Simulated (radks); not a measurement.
All-electron atom: Be3+ in 1s1.

All-electron calculation, scalar-relativistic Kohn-Sham, LDA (Slater exchange, Perdew-Wang correlation), spin-polarised, spherical densities, finite nucleus; open shells are filled with parallel spins first; Fermi nuclear charge, rms radius 2.519 fm. Program: a radial shooting solver on a logarithmic mesh with Libxc functionals.

Energy parts (Ry):
| part | energy |
|---|---|
| total | -15.72582 |
| kinetic | 15.68226 |
| electron-nucleus | -31.68302 |
| Hartree | 2.46795 |
| exchange-correlation | -2.19300 |

Orbitals (lengths in bohr, moments of r in powers of bohr):
| orbital | occ. | eigenvalue (Ry) | <r^4> |
|---|---|---|---|
| 1s up | 1 | -13.97215 | 0.09511 |

The highest occupied level is 1s up at -190.10 eV. The spin density at the nucleus is 20.18 e/bohr^3 (1s 20.18). The electron density at the nucleus is 20.18 e/bohr^3 (large components only). The density falls to 0.001 e/bohr^3 at r = 1.26 bohr. Spin moment in Bohr magnetons: 1.
